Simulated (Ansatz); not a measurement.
Start from `C=CS[Si](O)(O)O` and change one atom or group to get `OC[Si](O)(O)O`.

Ansatz, PBE0-D4/def2-TZVP geometries, multiplicity 1. Each molecule was computed in one conformer, which needn't be the lowest.

```tsv
property	`C=CS[Si](O)(O)O`
LUMO energy (PBE0/def2-TZVPP) / eV	-0.52
size of the dipole moment (PBE/def2-TZVPP) / D	1.35
HOMO–LUMO gap (PBE0/def2-TZVPP) / eV	6.32
size of the dipole moment (ωB97M-V/def2-TZVPP) / D	1.57
LUMO energy (B3LYP/def2-TZVPP) / eV	-0.74
HOMO–LUMO gap (ωB97M-V/def2-TZVPP) / eV	10.46
```

Problem. Give the same properties after the change, and the shifts. (Estimate.)

Solution. Computed: 
```tsv
property	`OC[Si](O)(O)O`	shift
LUMO energy (PBE0/def2-TZVPP) / eV	0.41	0.93
size of the dipole moment (PBE/def2-TZVPP) / D	2.42	1.07
HOMO–LUMO gap (PBE0/def2-TZVPP) / eV	7.85	1.53
size of the dipole moment (ωB97M-V/def2-TZVPP) / D	2.57	1.00
LUMO energy (B3LYP/def2-TZVPP) / eV	0.01	0.75
HOMO–LUMO gap (ωB97M-V/def2-TZVPP) / eV	11.65	1.19
```

With PBE0 the HOMO falls by 0.60 eV and the LUMO rises by 0.93 eV, so the gap widens by about 1.53 eV. PBE moves the HOMO by -0.12 eV and ωB97M-V by -0.87 eV. Dipoles are sizes alone; their direction can turn.

B3LYP here is the variant with VWN-RPA as its local correlation; programs differ in this.
